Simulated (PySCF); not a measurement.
Spinor energies of Os (osmium, neutral)

Start: [Xe] 4f14 5d5 6s2 7s1; 5d5/2 filled at m_j = -3/2, -1/2, +1/2, +3/2, +5/2; 7s1/2 filled at m_j = +1/2. Calculated with PySCF 2.14 in x2c-SVPall-2c with one added diffuse shell each of s, d type (8s9p10d2f, 99 functions): generalised Hartree-Fock with the X2C-1e Hamiltonian and a Gaussian nucleus; one run each with spin-orbit coupling (SO) switched off, then screened by Boettger's factors. This is a chosen level, not necessarily the ground level.

| spinor shell | electrons | ε, spin-free (eV) | ε, screened SO (eV) | weight of nominal j (screened SO) | rms radius, screened SO (bohr) |
| --- | --- | --- | --- | --- | --- |
| 1s1/2 | 2 | -74282.7 | -74250.3 | 1.000 | 0.0201 |
| 2s1/2 | 2 | -13089.8 | -13074.2 | 1.000 | 0.0809 |
| 2p1/2 | 2 | -11406.3 | -12496.0 | 1.000 | 0.0687 |
| 2p3/2 | 4 | -11406.3 | -10958.8 | 1.000 | 0.0764 |
| 3s1/2 | 2 | -3117.3 | -3106.9 | 1.000 | 0.207 |
| 3p1/2 | 2 | -2614.6 | -2848.8 | 1.000 | 0.198 |
| 3p3/2 | 4 | -2614.6 | -2508.0 | 1.000 | 0.214 |
| 3d3/2 | 4 | -2045.4 | -2079.6 | 1.000 | 0.189 |
| 3d5/2 | 6 | -2045.4 | -2007.1 | 1.000 | 0.192 |
| 4s1/2 | 2 | -698.37 | -689.78 | 1.000 | 0.459 |
| 4p1/2 | 2 | -530.52 | -580.12 | 1.000 | 0.466 |
| 4p3/2 | 4 | -530.52 | -499.12 | 1.000 | 0.499 |
| 4d3/2 | 4 | -317.75 | -318.71 | 0.999 | 0.520 |
| 4d5/2 | 6 | -317.75 | -303.38 | 1.000 | 0.531 |
| 5s1/2 | 2 | -115.70 | -108.08 | 1.000 | 1.08 |
| 5p1/2 | 2 | -69.412 | -72.343 | 0.939 | 1.22 |
| 4f5/2 | 6 | -79.042 | -72.600 | 0.986 | 0.615 |
| 4f7/2 | 8 | -79.042 | -69.676 | 0.992 | 0.612 |
| 5p3/2 | 4 | -69.412 | -58.019 | 0.978 | 1.27 |
| 5d5/2 | 5 | -20.348 | -12.388 | 0.488 | 1.93 |
| 7s1/2 | 1 | -2.434 | -13.106 | 0.002 | 1.89 |
| 6s1/2 | 2 | -12.386 | -7.856 | 0.992 | 3.44 |

```tsv
quantity	spin-free	screened SO
E (hartree)	-17240.01853	-17262.68968
M_J	3	3
⟨J²⟩	12.013	17.361
⟨L²⟩	0.000	6.865
⟨S²⟩	12.013	5.689
```

The determinant has a definite M_J but mixes levels of different J.

Each row is a mean over spinors that exchange with the open shell spreads, by up to 7.764 eV (5p3/2).

Rows whose weight is well below 1 are mixtures of j = l ± 1/2: exchange outweighs spin-orbit coupling there, and the label is only the starting occupation.

Breit and QED terms are absent; they matter most for the inner s and p1/2 levels.

Densities and radii are taken from the X2C orbitals without a picture-change correction, which distorts them close to the nucleus.

Without spin-orbit coupling the j labels of p, d and f shells carry no meaning; the spin-free column gives the mean over the occupied spinors of each nl shell.
